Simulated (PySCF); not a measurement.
Compound: GeH6N2.
InChI=1S/GeH6N2/c1-3-2/h3H,2H2,1H3

Computed, not measured: MP2 and CCSD/aug-cc-pVDZ in PySCF, restricted Hartree–Fock reference, frozen core, non-relativistic, gas phase, PBE0-D3(BJ)/def2-SVP geometry.

E(HF) = -2187.69329 Eh.

Question: How large is the problem?

Answer: 136 basis functions and 52 electrons; 11 orbitals frozen, which leaves o = 15 correlated occupied and v = 110 virtual orbitals. That is o·v = 1650 singles and o·v(o·v + 1)/2 = 1362075 distinct closed-shell doubles amplitudes before symmetry; the costliest CCSD step grows as o²v⁴ = 3.3 × 10^10.

Question: What are the MP2 and CCSD correlation energies?

Answer: MP2 -0.4993 Eh and CCSD -0.5396 Eh, which gives totals of -2188.19261 and -2188.23285 Eh. That is 0.489 eV for each correlated electron at CCSD (1417 kJ/mol in all, 0.025 % of the total energy); MP2 gives 92.5 % of the CCSD value.

Question: What is the T1 diagnostic?

Answer: 0.0105, below the customary warning level of 0.02. It is the norm of the spatial-orbital singles amplitudes over the root of the number of correlated electrons, so the norm is 0.058.

Question: How does correlation change the dipole moment?

Answer: HF gives 1.05 D and CCSD (unrelaxed density) 0.92 D, a change of -0.13 D.

No triples correction and no basis-set extrapolation were made.

The job also held the EOM ionisation roots. On Arm Neoverse V2, one thread, on a shared host, this took 2.4 min of wall time and 2.1 GiB of memory at its peak.

Shape of the structure used: `[NH2:1][NH:2][GeH3:3]`: H–N1–N2–Ge3 -78°, H–N1–N2–Ge3 42°.

One conformer stands for the species.
